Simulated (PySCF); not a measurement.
N (nitrogen, neutral) across methods

[He] 2s1 2p4, high-spin 4P determinant (an excited configuration). Calculation: PySCF 2.14, in ANO-R3; scalar relativity by spin-free X2C-1e.

```csv
method,E (hartree),mean ε 2s α (eV),mean ε 2p α (eV),mean ε 2p β (eV),Σ⟨r²⟩ (bohr²),⟨S²⟩
B97-3,-54.2127,-23.829,-10.896,-6.375,13.04,3.763
r2SCAN,-54.2318,-22.251,-9.596,-5.235,13.07,3.767
M06,-54.2099,-23.275,-10.600,-6.487,12.94,3.761
LDA,-53.7733,-20.401,-9.043,-5.040,13.33,3.762
PBE,-54.1809,-20.611,-8.901,-5.171,13.19,3.758
UHF,-54.03205,-33.096,-16.791,-8.230,13.17,3.795
PBE0,-54.1835,-23.775,-10.909,-6.333,13.06,3.761
TPSS,-54.2541,-21.208,-9.042,-5.296,13.08,3.758
```

Problem. Estimate the same row for B3LYP.

Solution. E (hartree) = -54.2439; mean ε 2s α (eV) = -22.951; mean ε 2p α (eV) = -10.423; mean ε 2p β (eV) = -6.394; Σ⟨r²⟩ (bohr²) = 13.13; ⟨S²⟩ = 3.761.
